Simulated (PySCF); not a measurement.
C3H10FNSi, SMILES CC(C)(F)[SiH2]N. Atoms are numbered in the order given.

```xyz
16

C     -1.5534    -0.6794    -1.2366
C     -0.5779    -0.4573    -0.0926
C     -1.2702    -0.3395     1.2560
F      0.2619    -1.6094    -0.0248
Si     0.6672     0.9704    -0.4146
N      1.8668     1.1374     0.8232
H     -2.2251     0.1866    -1.3490
H     -1.0198    -0.8290    -2.1879
H     -2.1713    -1.5732    -1.0467
H     -1.9496     0.5276     1.2713
H     -1.8599    -1.2475     1.4657
H     -0.5301    -0.2138     2.0613
H     -0.0784     2.2622    -0.4900
H      1.3312     0.6624    -1.7125
H      2.4894     0.3599     1.0231
H      1.6573     1.6586     1.6684
```
Charge 0, spin multiplicity 1.

Geometry: B3LYP-D3(BJ)/def2-SVP. The structure was generated by enumeration, and PubChem lists no compound with its InChIKey, so it may never have been made. The values are those of a single conformer.

Two levels are set side by side: PBE/pcSseg-1 (PySCF) and PBE0/pcSseg-1 (PySCF). GIAO shifts against CFCl3 (¹⁹F), NH3 (¹⁵N), TMS (²⁹Si), TMS (¹H), TMS (¹³C) at the same level; non-relativistic, no solvent, atoms listed together averaged. Differences are taken from unrounded values.

```
quantity                    PBE
-----------------------  ------
δ(¹³C) of C1, C3 (ppm)     27.2
δ(¹³C) of C2 (ppm)         99.2
δ(¹⁹F) of F4 (ppm)       -218.2
δ(²⁹Si) of Si5 (ppm)      -29.7
δ(¹⁵N) of N6 (ppm)         10.7
δ(¹H) of H15, H16 (ppm)    0.70
```

Question: These are the PBE values. What does PBE0 give? (The exact figures need the calculation; the answer reports its results.)

Answer: 
| quantity | PBE0 | PBE minus PBE0 |
|---|---|---|
| δ(¹³C) of C1, C3 (ppm) | 26.5 | 0.7 |
| δ(¹³C) of C2 (ppm) | 95.0 | 4.2 |
| δ(¹⁹F) of F4 (ppm) | -205.6 | -12.6 |
| δ(²⁹Si) of Si5 (ppm) | -27.3 | -2.5 |
| δ(¹⁵N) of N6 (ppm) | 6.6 | 4.1 |
| δ(¹H) of H15, H16 (ppm) | 0.76 | -0.06 |

Rough cost on one machine, each run with all the roots and properties that it gave: PBE0 against PBE within a factor of 2.
